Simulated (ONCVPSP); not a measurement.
Sb (Z = 51): excitation energies, all-electron against ONCV

```json
{
  "Element": "antimony",
  "Generator": "ONCVPSP 4.0.1",
  "Type": "optimised norm-conserving Vanderbilt (ONCV)",
  "Functional": "PBEsol",
  "Relativity": "fully relativistic",
  "Frozen core": "[Ar] 3d10",
  "Valence charge": "23",
  "Reference configuration": "4s2 4p6 4d10 5s2 5p3",
  "Partial waves": "4s+5s: rc 1.84 bohr, ncon 4, nbas 8, qcut 6.8 1/bohr, 2 projectors; 4p+5p: rc 2.10 bohr, ncon 4, nbas 7, qcut 6.6 1/bohr, 2 projectors; 4d: rc 2.10 bohr, ncon 3, nbas 8, qcut 9.3 1/bohr, 1 projector",
  "Local potential": "polynomial inside 1.18 bohr (lpopt 3, dvloc0 0 Ha)",
  "Core correction": "Teter function fitted to the true core (icmod 2), fcfact 0.2"
}
```

Open shells are filled in proportion to 2j + 1.

Energies are relative to the spin-unpolarised reference configuration 4s2 4p6 4d10 5s2 5p3; without spin polarisation the order of configurations can differ from experiment.

(1) Give the all-electron excitation energy and the error of the potential for: 4s2 4p6 4d10 5s2 5p2; 4s2 4p6 4d10 5s2 5p1; 4s2 4p6 4d10 5s2 5p0; 4s1 4p6 4d10 5s2 5p3.

Levels in the configuration 4s1 4p6 4d10 5s2 5p3:

| level | all-electron (eV) | pseudo (eV) |
| --- | --- | --- |
| 4s j=1/2 | -166.226 | -169.421 |
| 4p j=3/2 | -116.089 | -116.779 |
| 4p j=1/2 | -124.933 | -125.459 |
| 4d j=5/2 | -48.915 | -48.862 |
| 4d j=3/2 | -50.250 | -50.190 |
| 5s j=1/2 | -23.063 | -23.275 |
| 5p j=3/2 | -13.308 | -13.368 |
| 5p j=1/2 | -14.195 | -14.216 |

Note: ghosts flagged at negative energy: p1/2 at -171.3 eV; GHOST(+) flagged for p3/2 at 571.0 eV. A true bound ghost makes a file unfit for plane-wave use.

## Answers

(1)

```csv
valence configuration,charge,ΔE all-electron (eV),error AE − PS (meV)
4s2 4p6 4d10 5s2 5p2,+1,8.361,-0.5
4s2 4p6 4d10 5s2 5p1,+2,24.394,-2.1
4s2 4p6 4d10 5s2 5p0,+3,48.866,-2.1
4s1 4p6 4d10 5s2 5p3,+1,157.174,-1548
```
